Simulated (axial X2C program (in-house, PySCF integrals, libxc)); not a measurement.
Nuclear properties of NRuO

Computed with an axial X2C code built on PySCF integrals: two-component X2C with atomic mean-field Coulomb and Gaunt terms, Gaussian nuclei, basis N dyall-av3z, Ru dyall-v3z, O dyall-av3z with contracted cores.

N–Ru–O held linear, with bonds 1.622 and 1.767 Å (near the PBE0 minimum at charge 0 of the determinant lowest at the starting distance; the state shown can have its own minimum elsewhere, held linear; other orders of the atoms were not compared).

Determinant lowest in the PBE0 search, Ω = 5/2 (⟨Sz⟩ = 0.50, ⟨Lz⟩ = 2.00 at PBE0), spin on the atoms N -0.29, Ru 0.78, O 0.00:

| level | Eeff magnitude (GV/cm) | Ws magnitude Ru (kHz) | A∥/gI N (MHz) | qzz N (a.u.) | A∥/gI Ru (MHz) | qzz Ru (a.u.) | A∥/gI O (MHz) | qzz O (a.u.) | μ (D) |
| --- | --- | --- | --- | --- | --- | --- | --- | --- | --- |
| PBE0 | 6.69 | 1.29 | -20.2 | -0.27 | 465 | -4.11 | 0.617 | -1.29 | -2.19 |
| HF | 9.27 | 1.61 | -61.1 | 0.03 | 483 | -4.36 | -105 | -1.56 | -2.77 |
| B3LYP | 5.8 | 1.12 | -18 | -0.29 | 462 | -4.28 | 1.71 | -1.38 | -2.12 |

Determinant 0.06 eV from it at PBE0 and this distance, Ω = 1/2 (⟨Sz⟩ = 0.50, ⟨Lz⟩ = 0.00 at PBE0), spin on the atoms N 0.26, Ru -0.09, O 0.33:

```
level  Eeff magnitude (GV/cm)  Ws magnitude Ru (kHz)  A∥/gI N (MHz)  qzz N (a.u.)  A∥/gI Ru (MHz)  qzz Ru (a.u.)  A∥/gI O (MHz)  qzz O (a.u.)  μ (D)
 PBE0                    1.46                   1.15            140          0.16             891           3.66            287          1.55  -0.76
   HF                    1.37                  0.888            230         -0.13            2310           3.19            348          2.39  -1.30
B3LYP                    1.56                   1.24            145          0.20             812           3.52            289          1.49  -0.79
```

Eeff is the effective electric field on the electron electric dipole moment in this Ω state and Ws the scalar–pseudoscalar constant of the nucleus named (defined with the proton number Z and per Ω); A∥ (defined per Ω) follows by multiplying with gI = μI/(I μN); qzz is the electric field gradient, eQq0 = 234.96 MHz × Q/barn × qzz; μ is positive if the O end (last atom) is positive. The operators were transformed with the bare-nucleus X2C matrices; with these basis sets, hyperfine constants and field gradients can be off by tens of per cent, and where levels differ in sign neither size nor sign is settled.

Problem. With gI(101Ru) = -0.2880, Q(101Ru) = 0.457 barn, Q(17O) = -0.02558 barn (g factors from the IAEA table of nuclear moments by Stone; Q from Pyykkö, Mol. Phys. 2018), turn the PBE0 values of the first state into constants in MHz.

Solution. A∥(101Ru) = 465 × -0.2880 = -134 MHz; eQq0(101Ru) = 234.96 × (0.457) × (-4.11) = -441 MHz; eQq0(17O) = 234.96 × (-0.02558) × (-1.29) = 7.75 MHz.

The molecule was held linear; bending was not examined, so a bent shape may lie lower.

Each state is one determinant with collinear spin. Unrestricted Hartree–Fock can overshoot spin polarisation at the nuclei. In the state Ω = 1/2 the sign of Eeff differs between levels (HF against PBE0). States lie within half an eV, so the first need not be the ground state. The sign of Ws at Ru differs between levels in the second state. Where a field gradient or hyperfine factor spreads by more than a factor of two over the levels, a constant derived from it is not to be relied on. PBE0 term energies can be off by some tenths of an eV.
